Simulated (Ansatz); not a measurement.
Consider the substitution at a C–C bond: `C=CCCCCCCCC` + H₂Te → `C=CC[TeH]` + `CCCCCCC`.

Isolated molecules relaxed with PBE0-D4/def2-TZVP in Ansatz; ΔE leaves out vibrations. CCSD(T)/CBS adds triple-zeta CCSD(T) − MP2 to the extrapolated MP2 energy (def2 sets, frozen cores). Functionals use def2-TZVPP. B3LYP here is the variant with VWN-RPA as its local correlation; programs differ in this. Elements past krypton have def2 core potentials. For Te outer-core shells are correlated without core-valence functions, which leaves a few kJ/mol of doubt a bond. Each species was taken in one conformer, which may not be the lowest.

```tsv
level	ΔE (kJ/mol)	difference from CCSD(T)/CBS
B3LYP-D4	-23.0	0.3
ωB97X-V	-13.2	10.1
B2PLYP	-30.8	-7.5
SCS-MP2/def2-TZVPP	-24.1	-0.8
CCSD/def2-TZVPP	-17.6	5.7
HF/def2-QZVPP	-33.2	-9.9
MP2/def2-QZVPP	-25.9	-2.6
SCS-MP2/def2-QZVPP	-27.6	-4.3
HF/CBS(def2)	-33.3	-10.0
MP2/CBS(def2)	-28.2	-4.9
CCSD(T)/CBS	-23.3	0
```

Largest T1 diagnostic among the species: 0.011.

In def2-TZVPP, CCSD(T) changes the Hartree–Fock value by +15.4 kJ/mol (the triples alone add +0.6 kJ/mol) and MP2 by +10.4 kJ/mol. The D4 term adds +14.2 kJ/mol with B3LYP and +9.9 kJ/mol with PBE0; it sums over pairs of atoms, weighted by their polarisabilities, and B3LYP, whose exchange is more repulsive, gets the larger term.
